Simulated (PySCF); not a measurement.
Precursor series Cd Cl-F. Gas-phase values, no solvent.

The HOMO from two functionals at the same geometries (TPSS-D3(BJ)/def2-SVP), both in PySCF: PBE-D3(BJ)/def2-TZVP and B3LYP-D3(BJ)/def2-TZVP. B3LYP has the VWN-RPA correlation part, as in Gaussian. 

```tsv
species	B3LYP-D3(BJ)/def2-TZVP (eV)
0 of 2 Cl replaced by F ([Cd(Cl)2])	-8.62
1 of 2 Cl replaced by F ([Cd(Cl)(F)])	-8.85
2 of 2 Cl replaced by F ([Cd(F)2])	-9.81
```

Q: What does PBE-D3(BJ)/def2-TZVP give for each?

A: 
- 0 of 2 Cl replaced by F ([Cd(Cl)2]): -7.52
- 1 of 2 Cl replaced by F ([Cd(Cl)(F)]): -7.69
- 2 of 2 Cl replaced by F ([Cd(F)2]): -8.15
Over these rows, drawn at random from the members with no instability flagged (it was tested for open shells, ions and some series alone), PBE minus B3LYP-D3(BJ): mean +1.30 eV, from +1.10 eV to +1.66 eV.
